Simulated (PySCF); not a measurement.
C3H7BFN, SMILES C/C=C/B(N)F. Atoms are numbered in the order given.

```xyz
13

C      0.0839    -2.8524     0.0000
C     -0.3131    -1.4045     0.0000
C      0.5253    -0.3579     0.0000
B      0.0806     1.1456     0.0000
N     -1.2538     1.5833     0.0000
F      1.0444     2.0948     0.0000
H     -0.3225    -3.3709     0.8851
H      1.1781    -2.9692     0.0000
H     -0.3225    -3.3709    -0.8851
H     -1.3984    -1.2213     0.0000
H      1.6036    -0.5713     0.0000
H     -2.0489     0.9603     0.0000
H     -1.4920     2.5671     0.0000
```

Geometry optimised at ωB97X-D3(BJ)/def2-SVP. The geometry has at least one imaginary mode, so it is a saddle point at that level. The structure was generated by enumeration; whether it is a known compound was not checked. Other conformers were not sampled.

All values below come from PBE/def2-TZVP in PySCF.

Symmetry labels are those of the subgroup Cs that the program uses (full group Cs).

Computed valence orbital energies around the gap with their symmetry:
```csv
orbital,symmetry,energy (eV)
HOMO−7,A",-10.20
HOMO−6,A',-10.06
HOMO−5,A",-10.05
HOMO−4,A',-9.37
HOMO−3,A',-8.61
HOMO−2,A',-7.52
HOMO−1,A",-7.08
HOMO,A",-6.13
LUMO,A",-1.52
LUMO+1,A',0.09
LUMO+2,A',0.87
LUMO+3,A',1.21
```
